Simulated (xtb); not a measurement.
Input file for xtb: GFN1-xTB on LiF-, 2S+1 = 2, a spin state set in the input, which need not be the lowest, a point of a bond scan (R = 1.516 Å). Charge -1.

```
$ xtb mol.xyz --gfn 1 --sp --chrg -1 --uhf 1
2

Li     0.00000000     0.00000000     0.00000000
F      0.00000000     0.00000000     1.51636700
```

The log:

```
[...]
           -------------------------------------------------
          |                Calculation Setup                |
           -------------------------------------------------



           -------------------------------------------------
          |                 G F N 1 - x T B                 |
           -------------------------------------------------

        Reference                      10.1021/acs.jctc.7b00118
      * Hamiltonian:
        H0-scaling (s, p, d)           1.850000    2.250000    2.000000
        zeta-weighting                 0.000000
      * Dispersion:
        s8                             2.400000
        a1                             0.630000
        a2                             5.000000
        s9                             0.000000
      * Repulsion:
        kExp                           1.500000
        rExp                           1.000000
      * Coulomb:
        alpha                          2.000000
        third order                    atomic
        anisotropic                    false
      * Halogen bond correction:
        rad-scale                      1.300000
        damping                        0.440000


          ...................................................
          :                      SETUP                      :
          :.................................................:
          :  # basis functions                   8          :
          :  # atomic orbitals                   8          :
          :  # shells                            4          :
          :  # electrons                         9          :
          :  # halogen bonds                     0          :
          :  max. iterations                   250          :
          :  Hamiltonian                  GFN1-xTB          :
          :  restarted?                      false          :
          :  GBSA solvation                  false          :
          :  PC potential                    false          :
          :  electronic temp.          300.0000000     K    :
          :  accuracy                    1.0000000          :
          :  -> integral cutoff          0.2500000E+02      :
          :  -> integral neglect         0.1000000E-07      :
          :  -> SCF convergence          0.1000000E-05 Eh   :
          :  -> wf. convergence          0.2000000E-04 e    :
          :  Broyden damping             0.4000000          :
          :  net charge                         -1          :
          :  unpaired electrons                  1          :
          ...................................................

 iter      E             dE          RMSdq      gap      omega  full diag
   1     -5.4271021 -0.542710E+01  0.141E+01    2.50       0.0  T
   2     -5.6689582 -0.241856E+00  0.256E+00    2.53       1.0  T
   3     -5.6694080 -0.449776E-03  0.161E+00    2.52       1.0  T
   4     -5.6694439 -0.359529E-04  0.188E-01    2.51       1.0  T
   5     -5.6694586 -0.146499E-04  0.139E-02    2.52       5.1  T
   6     -5.6694587 -0.942974E-07  0.107E-04    2.52     658.7  T
   7     -5.6694587 -0.419931E-11  0.587E-05    2.52    1203.9  T

   *** convergence criteria satisfied after 7 iterations ***

         #    Occupation            Energy/Eh            Energy/eV
      -------------------------------------------------------------
         1        2.0000           -0.4855921             -13.2136
         2        2.0000           -0.2089548              -5.6860
         3        2.0000           -0.2089548              -5.6860
         4        2.0000           -0.2041361              -5.5548
         5        1.0000           -0.0506165              -1.3773 (HOMO)
         6                          0.0418390               1.1385 (LUMO)
         7                          0.0418390               1.1385
         8                          0.1845773               5.0226
      -------------------------------------------------------------
                  HL-Gap            0.0924554 Eh            2.5158 eV
             Fermi-level           -0.0658825 Eh           -1.7928 eV

 SCC (total)                   0 d,  0 h,  0 min,  0.001 sec
 SCC setup                      ...        0 min,  0.000 sec (  6.101%)
 Dispersion                     ...        0 min,  0.000 sec (  3.316%)
 classical contributions        ...        0 min,  0.000 sec (  1.910%)
 integral evaluation            ...        0 min,  0.000 sec ( 17.270%)
 iterations                     ...        0 min,  0.000 sec ( 50.291%)
 molecular gradient             ...        0 min,  0.000 sec ( 13.381%)
 printout                       ...        0 min,  0.000 sec (  7.170%)

         :::::::::::::::::::::::::::::::::::::::::::::::::::::
         ::                     SUMMARY                     ::
         :::::::::::::::::::::::::::::::::::::::::::::::::::::
         :: total energy              -5.657276673127 Eh    ::
         :: gradient norm              0.042011256685 Eh/a0 ::
         :: HOMO-LUMO gap              2.515839808739 eV    ::
         ::.................................................::
         :: SCC energy                -5.669458651060 Eh    ::
         :: -> electrostatic           0.159614201818 Eh    ::
         :: repulsion energy           0.012263974728 Eh    ::
         :: dispersion energy         -0.000081996795 Eh    ::
         :: halogen bond corr.         0.000000000000 Eh    ::
         :: add. restraining           0.000000000000 Eh    ::
         :: total charge              -1.000000000000 e     ::
         :::::::::::::::::::::::::::::::::::::::::::::::::::::

           -------------------------------------------------
          |                Property Printout                |
           -------------------------------------------------

    * Orbital Energies and Occupations

         #    Occupation            Energy/Eh            Energy/eV
      -------------------------------------------------------------
         1        2.0000           -0.4855921             -13.2136
         2        2.0000           -0.2089548              -5.6860
         3        2.0000           -0.2089548              -5.6860
         4        2.0000           -0.2041361              -5.5548
         5        1.0000           -0.0506165              -1.3773 (HOMO)
         6                          0.0418390               1.1385 (LUMO)
         7                          0.0418390               1.1385
         8                          0.1845773               5.0226
      -------------------------------------------------------------
                  HL-Gap            0.0924554 Eh            2.5158 eV
             Fermi-level           -0.0658825 Eh           -1.7928 eV

  Mulliken/CM5 charges         n(s)   n(p)   n(d)
     1Li   -0.48669 -0.32420   0.930  0.557  0.000
     2F    -0.51331 -0.67580   1.812  5.701  0.000

Wiberg/Mayer (AO) data.
largest (>0.10) Wiberg bond orders for each atom

 ---------------------------------------------------------------------------
     #   Z sym  total        # sym  WBO       # sym  WBO       # sym  WBO
 ---------------------------------------------------------------------------
     1   3 Li   0.897 --     2 F    0.897
     2   9 F    0.897 --     1 Li   0.897
 ---------------------------------------------------------------------------

Topologies differ in total number of bonds
Writing topology from bond orders to xtbtopo.mol

 dipole moment from electron density (au)
     X       Y       Z
  -0.0000  -0.0000  -0.6200  total (Debye):    1.576


           -------------------------------------------------
          | TOTAL ENERGY               -5.657276673127 Eh   |
          | GRADIENT NORM               0.042011256685 Eh/α |
          | HOMO-LUMO GAP               2.515839808739 eV   |
Note: The following floating-point exceptions are signalling: IEEE_DENORMAL
normal termination of xtb
           -------------------------------------------------

------------------------------------------------------------------------
------------------------------------------------------------------------
 total:
 SCF:
```

The run finished.

Cost: around 0.020 core-seconds (rough).
